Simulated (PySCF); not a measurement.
PySCF input for W(O)(S)(Br)(OH) (BrHO2SW), SMILES [O]=[W](=[S])([Br])[OH], multiplicity 1, IEF-PCM-B3LYP/def2-SVP. Coordinates come from a PBE-D3(BJ)/def2-SVP optimisation. The spin state was assumed, not searched. The structure was generated by enumeration; whether it is a known compound was not checked. The def2 effective core potentials stand for the cores of W; spin–orbit coupling is left out. The values are those of a single conformer.

```python
import numpy as np
from pyscf import gto, scf, dft
from pyscf.solvent import pcm

mol = gto.M(
    atom='''
    W     0.13095370   -0.43307578    0.06486256
    O     1.37435375   -1.01954427   -0.96201546
    S     1.01967530    0.00619793    1.97737311
    Br   -0.75041205    1.62346802   -0.88514055
    O    -1.18739634   -1.76585128    0.30666130
    H    -1.23661668   -2.58977518   -0.21504671
    ''',
    basis='def2-SVP',
    ecp={'W': 'def2-svp'},
    charge=0,
    spin=0,
    max_memory=1600,
    verbose=3,
)
mf = dft.RKS(mol, xc='b3lyp').density_fit(auxbasis='def2-universal-jkfit')
mf.grids.level = 3
mf.conv_tol = 1e-9
mf.max_cycle = 100
mf.kernel()
res = {}
for name, eps in {'water': 78.355, 'dimethylsulfoxide': 46.826, 'ethanol': 24.852}.items():
    s = mf.PCM()
    s.with_solvent.method, s.with_solvent.eps, s.with_solvent.lebedev_order = 'IEF-PCM', eps, 29
    s.kernel(mf.make_rdm1())
    res[name] = (s.e_tot, eps, s.dip_moment(), s.mo_energy, s.converged)
    print(f'{name}: electrostatic solvation free energy {(s.e_tot - mf.e_tot) * 627.509474:.3f} kcal/mol')
```

Program output:

```
converged SCF energy = -3190.19866149127

WARN: PCM is an experimental feature. It is still in testing.
Features and APIs may be changed in the future.

converged SCF energy = -3190.21107181482
Dipole moment(X, Y, Z, Debye): -2.99701, -2.16130, -1.58059
water: electrostatic solvation free energy -7.788 kcal/mol

WARN: PCM is an experimental feature. It is still in testing.
Features and APIs may be changed in the future.

converged SCF energy = -3190.21088682137
Dipole moment(X, Y, Z, Debye): -2.98324, -2.15142, -1.56942
dimethylsulfoxide: electrostatic solvation free energy -7.672 kcal/mol

WARN: PCM is an experimental feature. It is still in testing.
Features and APIs may be changed in the future.

converged SCF energy = -3190.21048883156
Dipole moment(X, Y, Z, Debye): -2.95379, -2.13035, -1.54572
ethanol: electrostatic solvation free energy -7.422 kcal/mol
```

Self-consistency was reached.

Cost: about 80 core-seconds (a rough figure).
